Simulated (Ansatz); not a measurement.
Single points on Sr₅Te₅⁺.

```yaml
crystal:
  periodic: [false, false, false]
  atoms:
    - {symbol: Sr, position_ang: [0.578157, -1.838085, 3.554261]}
    - {symbol: Sr, position_ang: [1.492572, -3.595943, -0.854802]}
    - {symbol: Sr, position_ang: [2.163617, -5.145387, 2.845107]}
    - {symbol: Sr, position_ang: [1.909559, 0.358803, 0.229174]}
    - {symbol: Sr, position_ang: [-1.861446, -1.430795, 0.161976]}
    - {symbol: Te, position_ang: [3.279493, -2.395409, 1.558815]}
    - {symbol: Te, position_ang: [0.313470, -1.059573, -2.119521]}
    - {symbol: Te, position_ang: [-0.589481, 0.684686, 2.113237]}
    - {symbol: Te, position_ang: [1.683877, -4.044004, 5.762559]}
    - {symbol: Te, position_ang: [-0.636118, -4.252692, 1.491294]}
basis:
  gaussian: {orbitals: def2-SVP, initial_orbitals: start.molden}
total_charge: 1
magnetization: {spin_polarized: true, initial_magnetization: 1}
hamiltonian: {xc: pbe0, dispersion: d4}
scf: {omitted_lower_state_checks: [starts]}
output: {orbitals: {seedname: orbitals}}
```

The file start.molden holds the orbitals of an earlier run on this structure, at another level or in another basis.

```sh
$ ansatz run in.yaml --threads 4 --pin off --events-out ev --progress --plain --max-ram 6963MiB
```

It prints (some lines left out):

```
Functional definition: PBE0
2795 factors; integrals over basis functions are off by at most 1.6e-4 eV
mean field evaluation 1: about -40624.2481 eV, gradient 1.0e2 eV
mean field evaluation 2: about -40640.0610 eV, gradient 2.2e1 eV
mean field evaluation 4: about -40656.4583 eV, gradient 2.2e0 eV
mean field evaluation 8: about -40657.4163 eV, gradient 1.9e-2 eV
mean field -40657.41633624 eV, -1494.1324917702 hartree, gradient 1.7e-5 eV, S^2 0.753150; 0 other end points of the search recorded, 0 dependent functions left out
reference -40657.41639689 eV, -1494.1324939991 hartree; 85, 84 occupied and 160, 161 virtual orbitals, 2795 factors
Total energy: -40658.21460886 eV, -1494.1618277480 hartree
Checks for a lower state left out: starts
```

It took 30 s on 4 threads of Intel Xeon Platinum 8488C on a shared host, peak host memory 2 GiB.

As the first input, with `hamiltonian: {xc: pbe}`, `correlation: {method: rpa}` and without the key `output` (abridged; 42 s):

```
Functional definition: PBE
mean field -40654.98600070 eV, -1494.0431785866 hartree, gradient 2.2e-6 eV, S^2 0.752376
20 core orbitals not correlated: weight in the atoms' cores, before any rotation towards them, 1.000 or more for the frozen orbitals, at most 0.000 for the correlated occupied ones
Total energy: -40511.04685229 eV, -1488.7535124478 hartree
Checks for a lower state left out: starts
```

The first input with `hamiltonian: {xc: r2scan, dispersion: d4}`, `output: {forces: true, orbitals: {seedname: orbitals}}` (abridged; 38 s):

```
Functional definition: r2SCAN
mean field -40673.22639577 eV, -1494.7135007416 hartree, gradient 4.3e-6 eV, S^2 0.754206
Total energy: -40673.41399652 eV, -1494.7203949420 hartree
Atom 0 force     0.001808     0.002010    -0.005394 eV/Å
Atom 1 force    -0.005774     0.008655     0.004567 eV/Å
Atom 2 force     0.004318    -0.001529    -0.007566 eV/Å
Atom 3 force    -0.014151    -0.014423    -0.001355 eV/Å
Atom 4 force     0.017701     0.002064    -0.001687 eV/Å
Atom 5 force    -0.001912    -0.004308     0.004186 eV/Å
Atom 6 force    -0.001735     0.005121     0.002164 eV/Å
Atom 7 force     0.001044    -0.000872    -0.000472 eV/Å
Atom 8 force    -0.006028     0.004710    -0.000232 eV/Å
Atom 9 force     0.004728    -0.001429     0.005790 eV/Å
Dipole moment:     0.496104    -1.092259    -0.917601 e Å
Checks for a lower state left out: starts
```

First input, but with `hamiltonian: {xc: pbe, dispersion: d4}` (abridged; 19 s):

```
Functional definition: PBE
mean field evaluation 16: about -40654.9860 eV, gradient 1.3e-6 eV
mean field -40654.98604889 eV, -1494.0431803574 hartree, gradient 1.3e-6 eV, S^2 0.752376
Total energy: -40655.86029801 eV, -1494.0753084201 hartree
Checks for a lower state left out: starts
```

The first input with `hamiltonian: {xc: {name: BLYP}, dispersion: d4}` (abridged; 37 s):

```
Functional definition: BLYP
mean field evaluation 16: about -40643.0749 eV, gradient 5.6e-6 eV
mean field -40643.07492373 eV, -1493.6054545814 hartree, gradient 5.6e-6 eV, S^2 0.751763
Total energy: -40644.69870917 eV, -1493.6651275958 hartree
Checks for a lower state left out: starts
```

First input, but with `hamiltonian: {xc: lda}` (abridged; 19 s):

```
Functional definition: SPW92
mean field -40590.29053670 eV, -1491.6656641366 hartree, gradient 9.3e-6 eV, S^2 0.751394
Total energy: -40590.29061622 eV, -1491.6656670589 hartree
Checks for a lower state left out: starts
```

The first input with `correlation: {method: mp2}` and without the key `hamiltonian` (abridged; 26 s):

```
Functional definition: HF
mean field -40471.20407842 eV, -1487.2893175145 hartree, gradient 2.8e-6 eV, S^2 0.757953
20 core orbitals not correlated: weight in the atoms' cores, before any rotation towards them, 1.000 or more for the frozen orbitals, at most 0.000 for the correlated occupied ones
second order -27.33407742 eV of doubles, -0.00000000 eV of singles
Total energy: -40498.53815584 eV, -1488.2938263321 hartree
Checks for a lower state left out: starts
```

Geometry: r2SCAN-D4/def2-SVP.

In the def2 sets Sr, Te take a core potential; there is no spin–orbit coupling. Correlated methods freeze 20 core orbitals; core or outer-core shells of Sr, Te are correlated, in sets that lack core-valence functions. At BLYP-D4/def2-SVP, LDA (SPW92)/def2-SVP the gap within one spin of the charge 1 doublet nearly closes, so an electron or hole may be smeared out by delocalisation error. The structure comes from a short search, and lower isomers may exist.
